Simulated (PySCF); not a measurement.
[Eu(H2O)]3+ relaxed at several levels

Computed with PySCF 2.14.0, def2-SVP on the ligands, density fitting, scalar-relativistic core potentials, no spin-orbit coupling, vacuum. Each row is relaxed at its own level from the same template. Distances are means of the shortest metal–ligand contacts, charges and spins Mulliken's; removal energies are rigid, with the ligand's formal charge and no counterpoise, so too large; for an anion taken off a cation in vacuum most of it is the attraction of opposite charges, and multiply charged cations can part far more cheaply with an electron moved from ligand to metal. lcecp potentials hold a fixed number of 4f electrons in the core, out of states, spins and gaps.

```tsv
level	basis on the metal	point group	M–H2O (Å)	charge on M (e)	removal of one H2O (eV)	strongest infrared band, degenerate modes summed (cm⁻¹)	unstable modes (below −25 cm⁻¹)
B3LYP	lcecp-1-SVP with ECP52	C2v	2.225	2.55	5.06	3352	0
TPSS	lcecp-1-SVP with ECP52	C2v	2.225	2.53	5.10	–	not given
```

Task: What does the calculation give for PBE0, lcecp-1-SVP with ECP52?

Result: point group: C2v, M–H2O (Å): 2.213, charge on M (e): 2.56, removal of one H2O (eV): 5.02, strongest infrared band, degenerate modes summed (cm⁻¹): 3405, unstable modes (below −25 cm⁻¹): 0.
```xyz
4

Eu    0.0000    0.0000   -0.0847
O     0.0000    0.0000    2.1288
H     0.7792    0.0000    2.7579
H    -0.7792    0.0000    2.7579
```

One start shape was tried for each, so a minimum needn't be the lowest isomer.
